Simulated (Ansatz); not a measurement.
B₁₅P₁₅H₃₄, a nanocrystal cut from wurtzite BP (hydrogen-capped). Total charge 0; triplet. Geometry PBE-D4/def2-SVP, that of the neutral singlet.

```xyz
64

B    -0.717   -4.014    0.418
P     0.570   -3.339    1.713
P    -0.393   -3.023   -1.274
B     1.179   -1.861   -1.144
B     0.188   -1.607   -4.236
P     1.431   -0.938   -2.879
B     0.465   -1.419    1.982
P     1.751   -0.764    3.280
P     0.790   -0.497    0.221
B     2.349    0.691    0.409
B     1.336    0.995   -2.642
P     2.611    1.636   -1.313
B     1.656    1.159    3.566
P     1.915    2.011    1.789
B     2.566    3.579   -1.081
P    -2.475   -3.490    1.078
B    -1.979   -2.030   -1.859
P    -1.572   -1.083   -3.552
B    -2.695   -1.571    1.300
P    -1.347   -0.951    2.578
P    -2.293   -0.709   -0.442
B    -0.804    0.546   -0.292
B    -1.826    0.842   -3.339
P    -0.482    1.466   -2.046
B    -1.525    0.979    2.852
P    -0.172    1.532    4.134
P    -1.115    1.859    1.121
B     0.382    3.118    1.274
B    -0.650    3.408   -1.778
P     0.729    3.934   -0.498
H    -0.613   -5.224    0.310
H     1.892   -3.716    1.337
H     0.454   -4.020    2.970
H    -0.134   -4.050   -2.227
H     2.170   -2.495   -0.800
H     0.283   -2.829   -4.324
H     0.400   -1.004   -5.282
H     2.766   -1.284   -3.263
H     3.073   -1.141    2.904
H     1.617   -1.483    4.513
H     3.323    0.018    0.730
H     1.538    1.553   -3.711
H     3.928    1.248   -1.722
H     2.472    1.503    4.403
H     3.038    2.867    1.982
H     3.376    3.916   -0.220
H     2.741    4.101   -2.175
H    -2.784   -4.183    2.292
H    -3.472   -4.024    0.212
H    -2.946   -2.778   -1.939
H    -2.553   -1.598   -4.457
H    -3.803   -1.296    1.730
H    -1.574   -1.612    3.835
H    -3.471    0.024   -0.769
H    -1.573    1.392   -4.404
H    -2.951    1.085   -2.905
H    -2.650    1.218    3.261
H    -0.425    0.961    5.422
H    -0.288    2.919    4.437
H    -2.290    2.600    0.799
H     0.135    3.940    2.149
H    -0.407    3.935   -2.857
H    -1.769    3.661   -1.337
H     0.627    5.337   -0.237
```

Single mean-field runs in def2-SVP are fitted with def2-universal-jkfit. At PBE0-D4/def2-SVP a singlet of charge 0 lies 4.13 eV below the triplet at the same geometry.

**Question.** Estimate the α-spin orbital energies around the gap (eV) in Ansatz with PBE-D4/def2-SVP, PBE0-D4/def2-SVP.

**Answer.** 
```
orbital  PBE-D4/def2-SVP  PBE0-D4/def2-SVP
 HOMO−5            -6.30             -7.43
 HOMO−4            -6.23             -7.39
 HOMO−3            -5.87             -6.98
 HOMO−2            -5.83             -6.94
 HOMO−1            -5.78             -6.87
   HOMO            -1.79             -1.96
   LUMO            -1.61             -0.87
 LUMO+1            -1.55             -0.78
 LUMO+2            -1.53             -0.78
 LUMO+3            -1.16             -0.36
 LUMO+4            -1.08             -0.27
 LUMO+5            -1.02             -0.21
 β HOMO            -5.78             -6.86
 β LUMO            -5.58             -5.53
```
